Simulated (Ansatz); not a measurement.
Stretching the Al1–H2 bond in AlBrH2 (SMILES [AlH2][Br]) (multiplicity 1 held, fragments rigid). Energies count from the point at 1.569 Å.
Geometry at that point (charge 0, multiplicity 1):
```xyz
4

Al    -0.835    -1.299     0.206
H     -0.324    -2.329     1.274
H     -2.126    -1.479    -0.668
Br     0.380     0.591    -0.094
```

R- and RO- levels are restricted; in cc, def2 and unpolarised 6-31G sets they are followed outwards from rest. Unrestricted levels (U-) break spin symmetry where that is lower. Active spaces are followed from a long bond inwards. Levels need not reach the same state.

Cores are frozen in the correlated methods. Filled d and f shells under p-block atoms count as core.

The values were computed with Ansatz (Gaussian basis) for Hartree–Fock, density functionals and correlated methods. 

Energies in kJ/mol.

```tsv
R (Å)	U-HF/def2-SVP	R-CCSDT/def2-SVP	FIC-NEVPT4(SD) on CASSCF(2,2)/def2-SVP	FIC-MRCISD+Q on CASSCF(2,2)/def2-SVP
1.256	___	109	109	108
1.412	22	22	22	22
1.569	0	0	0	0
1.726	___	14	14	14
1.883	51	46	46	47
2.119	120	108	107	108
2.354	___	170	169	170
2.746	253	254	252	254
3.139	274	306	305	307
3.610	283	337	335	337
4.237	285	351	348	350
5.022	286	354	351	353
```

Question: Fill in the missing entries.

Answer: 
- 2.354, U-HF/def2-SVP: 192
- 1.726, U-HF/def2-SVP: 15
- 1.256, U-HF/def2-SVP: 111

Doubts at one or more of the structures used: a spin-contaminated determinant (U-HF/def2-SVP); a restricted determinant that unrestricted orbitals would lower (R-CCSDT/def2-SVP); other coupled-cluster roots lie near (R-CCSDT/def2-SVP); T1 above 0.05 (R-CCSDT/def2-SVP).

Ansatz is an electronic-structure program.
